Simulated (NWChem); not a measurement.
Species: C2H3ClO2Si; SMILES C1[Si@H](OC1=O)Cl

```xyz
9

O      0.3749     2.7133    -0.5151
C      0.0880     1.6200    -0.1551
C     -1.2350     0.8400    -0.2274
Si    -0.2397    -0.4841     0.6377
Cl     0.2218    -2.1643    -0.4345
O      0.9439     0.7469     0.4725
H     -1.5552     0.6511    -1.2622
H     -2.0485     1.3462     0.3124
H     -0.4807    -0.8673     2.0446
```
Atoms are numbered in this order, from 1.

Program: NWChem. All runs use the structure optimised with PBE0/def2-SVP. Hybrids' shares of exact exchange are those that their runs print; pure functionals count as 0. The functionals differ in more than this share.

```
row               share of exact exchange  highest occupied level (eV)
----------------  -----------------------  ---------------------------
PBE/def2-TZVP                        0.00                        -6.70
BLYP/def2-TZVP                       0.00                        -6.58
TPSSh/def2-TZVP                      0.10                        -7.37
B3LYP/def2-TZVP                      0.20                        -7.98
PW6B95/def2-TZVP                     0.28                     withheld
```

Task: Fit a straight line of the last column on the one before it, predict the withheld value, and compare with the run.

Result: 
1. Means of the 4 shown rows: x = 0.075, y = -7.158. Slope Σ(x − x̄)(y − ȳ)/Σ(x − x̄)² = -0.1858/0.02750 = -6.755; intercept -6.651.
2. The shown rows scatter about the line by 0.050 (root mean square); the largest residual is +0.07, at BLYP/def2-TZVP.
3. At x = 0.28 (PW6B95/def2-TZVP; beyond the shown range) the line gives -8.54.
4. The run gives -8.37, +0.17 from the line, 3.4 times the scatter.
